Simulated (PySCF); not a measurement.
# C₆ coefficients of unlike pairs at PBE

Calculated with PySCF 2.14 from the dipole response of each species, C₆(A,B) = (3/π) ∫ α_A(iu) α_B(iu) du, in atomic units, from isotropic polarisabilities. For ions this is the dispersion term alone; charge-induced terms of lower order in 1/R come first.

| species | configuration | basis | relativity | α (bohr³) | C₆ (like pair) |
| --- | --- | --- | --- | --- | --- |
| Si | [Ne] 3s2 3p2 (3P) | def2-QZVPPD (10s6p5d2f1g) | none | 40.86 | 333.4 |
| Zn | [Ar] 3d10 4s2 (1S) | aug-cc-pwCVTZ-DK (10s9p7d4f3g) | spin-free X2C | 37.91 | 269.2 |
| La⁺ | [Xe] 5d2 (3F) | x2c-TZVPPall with one added diffuse shell each of s, p, d type (12s8p8d3f1g) | spin-free X2C | 51.11 | 417.7 |
| Be | [He] 2s2 (1S) | aug-cc-pVTZ with one added diffuse shell each of s, p, d, f type (6s5p4d3f) | none | 43.01 | 259.3 |

(1) Estimate C₆ for Zn with Si.

No spin-orbit coupling is included.

The other pairs:

```json
{"pair": "Be, Zn", "C₆": "259.6"}
{"pair": "Be, La⁺", "C₆": "317.1"}
{"pair": "La⁺, Si", "C₆": "368.2"}
{"pair": "Be, Si", "C₆": "288.5"}
{"pair": "La⁺, Zn", "C₆": "332.6"}
```

## Answers

(1) The integral gives 298.9. The combination rule 2 C_A C_B / (C_A α_B/α_A + C_B α_A/α_B) gives 299.4 and the geometric mean 299.6.
